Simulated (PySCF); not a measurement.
W(F)5(OH), SMILES [OH][W]([F])([F])([F])([F])[F] (HF5OW) at its PBE0/def2-SVP optimised geometry (Å):

```
8

W     -0.0029    -0.0028     0.0000
F      0.0681     0.0672     1.8451
F      1.8481    -0.0028     0.0000
F     -0.0020     1.8481     0.0000
F      0.0059    -1.8481     0.1390
F     -1.8481    -0.0033     0.1457
O     -0.0769    -0.0705    -1.8203
H     -0.1187    -0.1052    -2.7789
```

Method: PySCF 2.14.0 with PBE0/def2-TZVP, def2 effective core potentials past Kr. The core electrons that the potentials of W replace are not part of the density. Cells within 0.4 Å of a nucleus heavier than hydrogen are left out (blank, or x).

Map of the Laplacian of the electron density (e/bohr⁵), clipped to [-1.50, 1.50] on the plane z = 0.0 Å:

```
|55555555555555555555555555555|
|55555555555555555555555555555|
|55555555555555555555555555555|
|55555555555555555555555555555|
|55555555555555555555555555555|
|55555555555567876555555555555|
|55555555555689598655555555555|
|5555555555569xxx9655555555555|
|5555555555569xxx9655555555555|
|55555555555687178655555555555|
|55555555555567776555555555555|
|55555566665678987656666555555|
|55555689976794049768998655555|
|5555579xx77840x04877xx9755555|
|5555587xx4790xxx0971xx5855555|
|5555579xx77830x04877xx9755555|
|55555689986793049768998655555|
|55555566665678987656666555555|
|55555555555567776555555555555|
|55555555555677478655555555555|
|5555555555569xxx9655555555555|
|5555555555569xxx9655555555555|
|55555555555689798655555555555|
|55555555555567876555555555555|
|55555555555555555555555555555|
|55555555555555555555555555555|
|55555555555555555555555555555|
|55555555555555555555555555555|
|55555555555555555555555555555|
```
Scale: ten equal steps from -1.50 (start of '0') to 1.27 (end of '9'), in the order '0123456789'; x runs from -4.00 to 4.00, y from -4.00 (bottom) to 4.00 (top).
